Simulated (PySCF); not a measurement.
# Sb²⁷⁺: ionisation energy

Sb²⁷⁺ [Ar] 3d6 [3d3/2^4 3d5/2^2, M_J = 4] → Sb²⁸⁺ [Ar] 3d5 [3d3/2^4 3d5/2^1, M_J = 5/2], as a difference of total energies. Calculation: PySCF 2.14, in an even-tempered Gaussian basis (16 s from 4 bohr⁻², ratio 2.8; 12 p from 5.2 bohr⁻², ratio 2.8; 8 d from 5.2 bohr⁻², ratio 2.8; 3 f from 20 bohr⁻², ratio 3); the two-component X2C-1e Hamiltonian. Correlated levels: [Ne] frozen; the 74 highest virtual spinors dropped. "Screened" scales the spin-orbit matrix elements by Boettger's factors to mimic the two-electron term; Breit and QED terms are absent.

| method | ionisation energy (eV) |
| --- | --- |
| GHF (spin-free) | 1514.3 |
| GMP2 (spin-free) | 1515.4 |

Breit and QED terms and the two-electron picture change are absent.

The spin-free rows relax to the high-spin LS determinant and lack the spin-orbit shift.

The labels give the starting determinants; with spin-orbit coupling the two ends relaxed to ⟨J²⟩ = 20.03, ⟨L²⟩ = 7.79, ⟨S²⟩ = 4.96.

For comparison: 1518 ± 4 eV (theoretical estimate listed by NIST; NIST Atomic Spectra Database, ionization energies).
